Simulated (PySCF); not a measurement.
Radial density of Sn⁴¹⁺ (tin, charge +41)

BHandHLYP, [He] 2s2 2p5, 2P determinant. Calculation: PySCF 2.14, in an uncontracted even-tempered set (19 s from 17 bohr⁻², ratio 2.2; 12 p from 22 bohr⁻², ratio 2.2; 6 d from 95 bohr⁻², ratio 2.4; 5 f from 140 bohr⁻², ratio 2.4; 4 g from 210 bohr⁻², ratio 2.4); the spin-free X2C one-electron Hamiltonian (Gaussian nucleus).

| r (bohr) | 4πr²ρ (e/bohr) | 4πr²(ρα − ρβ) |
| --- | --- | --- |
| 0.0277 | 56.89 | 1.8241 |
| 0.0467 | 46.52 | 5.4272 |
| 0.0785 | 60.85 | 9.0246 |
| 0.132 | 43.51 | 5.6528 |
| 0.222 | 5.804 | 0.6951 |
| 0.374 | 0.04703 | 0.0056 |

Densities and radii are taken from the X2C orbitals without a picture-change correction, which distorts them close to the nucleus.

Spin-orbit coupling, absent here, splits the open shell strongly.
